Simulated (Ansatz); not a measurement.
Total energies of CH$_{3}$NO$_{2}$Si (`OC1=N[SiH]1O`).

| atom | x (Å) | y (Å) | z (Å) |
| --- | --- | --- | --- |
| O1 | -0.503 | 1.328 | -1.663 |
| C2 | -0.145 | 0.383 | -0.813 |
| N3 | -0.660 | -0.791 | -0.646 |
| Si4 | 0.645 | -0.511 | 0.486 |
| O5 | 0.397 | -0.308 | 2.080 |
| H6 | -1.254 | 0.984 | -2.177 |
| H7 | 1.944 | -1.188 | 0.372 |
| H8 | -0.424 | 0.103 | 2.360 |

Charge 0, multiplicity 1. The structure was optimised at the PBE0-D4/def2-TZVP level. It is one conformer, not always the lowest. Basis def2-TZVPP, Ansatz.

RPA on PBE orbitals: Hartree–Fock energy of these orbitals -532.78816 Eh, correlation -1.45296 Eh (frozen core).

```tsv
functional	energy without D4 (Eh)	D4 term (kJ/mol)
LDA (SPW92)	-531.71686	–
PBE	-534.31908	-15.5
revPBE	-534.59758	-49.1
BLYP	-534.68427	-34.6
B97M-V	-534.60513	–
PBE0	-534.34254	-12.9
B3LYP	-534.75079	-25.1
r2SCANh	-534.56566	-3.9
HSE06 (plane-wave form)	-534.32503	-12.0
CAM-B3LYP	-534.64808	-13.1
ωB97X-V	-534.60423	–
ωB97M-V	-534.64549	–
B2PLYP	-534.44559	–
PBE-QIDH	-534.22105	–
```

Problem. Give the same for r2SCAN, r2SCAN0, BHLYP, LC-ωPBE. (Estimate.)

Solution. Ansatz gave: 
```csv
functional,energy without D4 (Eh),D4 term (kJ/mol)
r2SCAN,-534.58364,-3.7
r2SCAN0,-534.54004,-4.3
BHLYP,-534.60013,-18.7
LC-ωPBE,-534.48465,–
```

B3LYP takes the VWN-RPA correlation (the form of Gaussian; ORCA's B3LYP/G). HSE06 is the plane-wave form, built on full-range PBE exchange. The double hybrids freeze the cores in their second-order part.

LC-ωPBE has ω = 0.4 bohr⁻¹.
